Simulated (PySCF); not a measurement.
**Electron correlation in Te⁺ (tellurium, charge +1)**

[Kr] 4d10 5s2 5p2 5d1, one real determinant (an excited configuration). All numbers are calculated (PySCF 2.14, no relativity, point nucleus, in dyall-av2z). Frozen: [Kr] 4d10; 5 electrons correlated; the 62 highest virtual orbitals of each spin left out.

| level | correlation energy (mhartree) |
| --- | --- |
| CCSD | -70.51 |
| (T) | -8.42 |
| CCSD(T) | -78.93 |

Diagnostics: T1 = 0.024, D1 = 0.0738, largest double amplitude 0.424.

The real determinant used has ⟨L²⟩ near 8 against 12 for a pure F term, so it mixes terms. A non-relativistic calculation at this Z misses sizeable relativistic shifts. The outer electron is Rydberg-like, and this basis confines it to a smaller radius and binds it less than a complete one would. A double-excitation amplitude exceeds 0.15, a sign of near-degeneracy.

Cost of the coupled-cluster step: about 3 core-seconds, for 5 correlated electrons.

Iterations:

```
CC2 = 0
CCSD nocc = (np.int64(4), np.int64(1)), nmo = (45, 45)
frozen orbitals [[0, 1, 2, 3, 4, 5, 6, 7, 8, 9, 10, 11, 12, 13, 14, 15, 16, 17, 18, 19, 20, 21, 22, 68, 69, 70, 71, 72, 73, 74, 75, 76, 77, 78, 79, 80, 81, 82, 83, 84, 85, 86, 87, 88, 89, 90, 91, 92, 93, 94, 95, 96, 97, 98, 99, 100, 101, 102, 103, 104, 105, 106, 107, 108, 109, 110, 111, 112, 113, 114, 115, 116, 117, 118, 119, 120, 121, 122, 123, 124, 125, 126, 127, 128, 129], [0, 1, 2, 3, 4, 5, 6, 7, 8, 9, 10, 11, 12, 13, 14, 15, 16, 17, 18, 19, 20, 21, 22, 68, 69, 70, 71, 72, 73, 74, 75, 76, 77, 78, 79, 80, 81, 82, 83, 84, 85, 86, 87, 88, 89, 90, 91, 92, 93, 94, 95, 96, 97, 98, 99, 100, 101, 102, 103, 104, 105, 106, 107, 108, 109, 110, 111, 112, 113, 114, 115, 116, 117, 118, 119, 120, 121, 122, 123, 124, 125, 126, 127, 128, 129]]
max_cycle = 100
direct = 0
conv_tol = 1e-08
conv_tol_normt = 1e-06
diis_space = 8
diis_start_cycle = 0
Init t2, MP2 energy = -0.0552696049325775
Init E_corr(UCCSD) = -0.0552696049429939
cycle = 1  E_corr(UCCSD) = -0.072698263713991  dE = -0.0174286588  norm(t1,t2) = 0.133706
cycle = 2  E_corr(UCCSD) = -0.0815329499794392  dE = -0.00883468627  norm(t1,t2) = 0.131982
cycle = 3  E_corr(UCCSD) = -0.0627648244727244  dE = 0.0187681255  norm(t1,t2) = 0.144344
cycle = 4  E_corr(UCCSD) = -0.0675342510466175  dE = -0.00476942657  norm(t1,t2) = 0.0897963
cycle = 5  E_corr(UCCSD) = -0.0677000132511094  dE = -0.000165762204  norm(t1,t2) = 0.0629446
cycle = 6  E_corr(UCCSD) = -0.0716125219068338  dE = -0.00391250866  norm(t1,t2) = 0.054988
cycle = 7  E_corr(UCCSD) = -0.0736373726538298  dE = -0.00202485075  norm(t1,t2) = 0.0618286
cycle = 8  E_corr(UCCSD) = -0.0664516188221954  dE = 0.00718575383  norm(t1,t2) = 0.0636801
cycle = 9  E_corr(UCCSD) = -0.073196848615353  dE = -0.00674522979  norm(t1,t2) = 0.0235165
cycle = 10  E_corr(UCCSD) = -0.069114017424544  dE = 0.00408283119  norm(t1,t2) = 0.0157836
cycle = 11  E_corr(UCCSD) = -0.070542926156845  dE = -0.00142890873  norm(t1,t2) = 0.00828671
cycle = 12  E_corr(UCCSD) = -0.0705315292717016  dE = 1.13968851e-05  norm(t1,t2) = 0.000662287
cycle = 13  E_corr(UCCSD) = -0.070500416626387  dE = 3.11126453e-05  norm(t1,t2) = 0.000341827
cycle = 14  E_corr(UCCSD) = -0.0705064446191545  dE = -6.02799277e-06  norm(t1,t2) = 5.51513e-05
cycle = 15  E_corr(UCCSD) = -0.0705060972846519  dE = 3.47334503e-07  norm(t1,t2) = 1.7176e-05
cycle = 16  E_corr(UCCSD) = -0.0705060128199844  dE = 8.44646675e-08  norm(t1,t2) = 6.41192e-06
cycle = 17  E_corr(UCCSD) = -0.0705059643019262  dE = 4.85180582e-08  norm(t1,t2) = 1.23611e-06
cycle = 18  E_corr(UCCSD) = -0.0705059534877149  dE = 1.08142113e-08  norm(t1,t2) = 3.56676e-07
cycle = 19  E_corr(UCCSD) = -0.0705059533663209  dE = 1.2139402e-10  norm(t1,t2) = 6.12859e-08
UCCSD converged
E(UCCSD) = -6611.151088778827  E_corr = -0.07050595336632091
UCCSD(T) correction = -0.00842173373810525
```

The reference is one real determinant that mixes LS terms of this configuration.
